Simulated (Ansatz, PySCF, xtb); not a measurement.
Gas-phase reaction R1 → P1 + P2, each structure at its B3LYP-D3(BJ)/def2-TZVP stationary point, reached from a drawn start (curvature not checked).
R1: H4Sn (SMILES [SnH4]), charge 0, multiplicity 1.
P1: H2Sn (SMILES [SnH2]), charge 0, multiplicity 1.
P2: H2 (SMILES [H][H]), charge 0, multiplicity 1.

P less R. No zero-point or thermal terms; no spin–orbit coupling.

Correlated levels freeze the cores. In cc and def2 sets filled d and f shells under p-block atoms count as core. CBS(a, b) extrapolates the correlation energy as X⁻³ and adds the Hartree–Fock energy of set b.

Codes used: Ansatz (Gaussian orbitals); PySCF for the D3/D4 terms; xtb for the GFN methods. Each number belongs to the level named beside it. Elements past Kr take the def2 small-core potentials, without spin–orbit coupling.

```csv
level,reaction energy (kcal/mol)
GFN1-xTB,29.79
PBE-D3(BJ)/def2-TZVPP,21.51
PBE-D4/def2-TZVPP,21.47
r2SCAN-D3(BJ)/def2-TZVPP,24.41
B3LYP/def2-TZVPP,18.42
B3LYP-D3(BJ)/def2-TZVPP,19.38
B2PLYP-D3(BJ)/def2-TZVPP,21.30
MP2/def2-TZVPP,?
"CCSD(T)/CBS(def2-TZVPP, def2-QZVPP)",?
```

Problem. Complete the blanks.

Solution. 
- MP2/def2-TZVPP, reaction energy (kcal/mol): 23.77
- CCSD(T)/CBS(def2-TZVPP, def2-QZVPP), reaction energy (kcal/mol): 23.07

Ansatz is a program for electronic structure.
